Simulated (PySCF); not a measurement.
MoO₄, charge -2, singlet, geometry from GFN2-xTB (such geometries of metal compounds can be far from the true shape) (core potentials on Mo) (in this run its highest filled SCF level lies above zero, so its values depend strongly on the basis, on diffuse functions most of all); PBE/def2-SVP (PySCF).

Input for PySCF:
```python
from pyscf import gto, scf, dft

mol = gto.Mole()
mol.atom = '''
    Mo    0.000000   -0.000000    0.000000
    O     1.391967   -0.302508   -0.960574
    O     0.477889    0.296695    1.623385
    O    -0.831045    1.373337   -0.612451
    O    -1.038811   -1.367524   -0.050360
'''
mol.basis = 'def2-svp'
mol.ecp = {'Mo': 'def2-svp'}
mol.charge = -2
mol.spin = 0
mol.verbose = 4
mol.build()

mf = dft.RKS(mol)
mf.xc = 'pbe'
mf.kernel()
mf.analyze()
```

Output, abridged:

```
PySCF version 2.14.0

[INPUT] verbose = 4
[INPUT] num. atoms = 5
[INPUT] num. electrons = 48
[INPUT] charge = -2
[INPUT] spin (= nelec alpha-beta = 2S) = 0
[INPUT] symmetry False subgroup None
[INPUT] Mole.unit = angstrom
[INPUT] Symbol           X                Y                Z      unit          X                Y                Z       unit  Magmom
[...]
nuclear repulsion = 210.414387546457
number of shells = 35
number of NR pGTOs = 153
number of NR cGTOs = 87
basis = def2-svp
ecp = {'Mo': 'def2-svp'}

******** <class 'pyscf.dft.rks.RKS'> ********
method = RKS
initial guess = minao
damping factor = 0
level_shift factor = 0
DIIS = <class 'pyscf.scf.diis.CDIIS'>
diis_start_cycle = 1
diis_space = 8
diis_damp = 0
SCF conv_tol = 1e-09
SCF conv_tol_grad = None
SCF max_cycles = 50
direct_scf = True
direct_scf_tol = 1e-13
XC library pyscf.dft.libxc version 7.1.2
    S. Lehtola, C. Steigemann, M. J. T. Oliveira, and M. A. L. Marques,  SoftwareX 7, 1–5 (2018)
XC functionals = pbe
    J. P. Perdew, K. Burke, and M. Ernzerhof,  Phys. Rev. Lett. 77, 3865 (1996)
    J. P. Perdew, K. Burke, and M. Ernzerhof,  Phys. Rev. Lett. 78, 1396 (1997)
    J. P. Perdew, K. Burke, and M. Ernzerhof,  Phys. Rev. Lett. 77, 3865 (1996)
    J. P. Perdew, K. Burke, and M. Ernzerhof,  Phys. Rev. Lett. 78, 1396 (1997)
radial grids:
    Treutler-Ahlrichs [JCP 102, 346 (1995); DOI:10.1063/1.469408] (M4) radial grids

becke partition: Becke, JCP 88, 2547 (1988); DOI:10.1063/1.454033
pruning grids: <function nwchem_prune>
grids dens level: 3
symmetrized grids: False
atomic radii adjust function: <function treutler_atomic_radii_adjust>
small_rho_cutoff = 0
Set gradient conv threshold to 3.16228e-05
Initial guess from minao.
tot grids = 78768
init E= -361.33356828352
[...]
cycle= 1 E= -367.924135142561  delta_E= -6.59  |g|= 2.04  |ddm|= 3.45

WARN: HOMO 0.399345706929768 == LUMO 0.399346227499971

cycle= 2 E= -358.164727299545  delta_E= 9.76  |g|=  5.7  |ddm|= 14.8
[...]
cycle= 3 E= -368.481870796911  delta_E= -10.3  |g|= 1.02  |ddm|= 14.6
[...]
cycle= 4 E= -368.604735597279  delta_E= -0.123  |g|= 0.651  |ddm|= 1.19
[...]
cycle= 5 E= -368.679184084145  delta_E= -0.0744  |g|= 0.391  |ddm|= 0.903
[...]
cycle= 6 E= -368.708429758469  delta_E= -0.0292  |g|= 0.103  |ddm|= 0.366
[...]
cycle= 7 E= -368.710590952262  delta_E= -0.00216  |g|= 0.0159  |ddm|= 0.0916
[...]
cycle= 8 E= -368.710605999386  delta_E= -1.5e-05  |g|= 0.0132  |ddm|= 0.0168
[...]
cycle= 9 E= -368.71063986545  delta_E= -3.39e-05  |g|= 0.00291  |ddm|= 0.00969
[...]
cycle= 10 E= -368.710641458806  delta_E= -1.59e-06  |g|= 0.00065  |ddm|= 0.00181
[...]
cycle= 11 E= -368.710641538735  delta_E= -7.99e-08  |g|= 7.74e-05  |ddm|= 0.000468
[...]
cycle= 12 E= -368.710641539906  delta_E= -1.17e-09  |g|= 1.65e-05  |ddm|= 9.52e-05
[...]
cycle= 13 E= -368.710641539907  delta_E= -1.48e-12  |g|= 1.63e-05  |ddm|= 2.42e-05
[...]
Extra cycle  E= -368.710641539011  delta_E= 8.96e-10  |g|= 6.77e-05  |ddm|= 6.3e-05
converged SCF energy = -368.710641539011
**** SCF Summaries ****
Total Energy =                        -368.710641539011476
Nuclear Repulsion Energy =             210.414387546456993
One-electron Energy =                 -971.055357645716413
Two-electron Energy =                  391.930328560247972
Two-electron Coulomb Energy =          434.406775766703106
DFT Exchange-Correlation Energy =      -42.476447206455148
HOMO-LUMO gap [eV] =                     3.631888536199035
**** MO energy ****
[...]
WARN: System has nonzero charge -2; the dipole moment is origin-dependent.
Location of origin: [0. 0. 0.]

Dipole moment(X, Y, Z, Debye):  0.00034,  0.00012, -0.00012
```
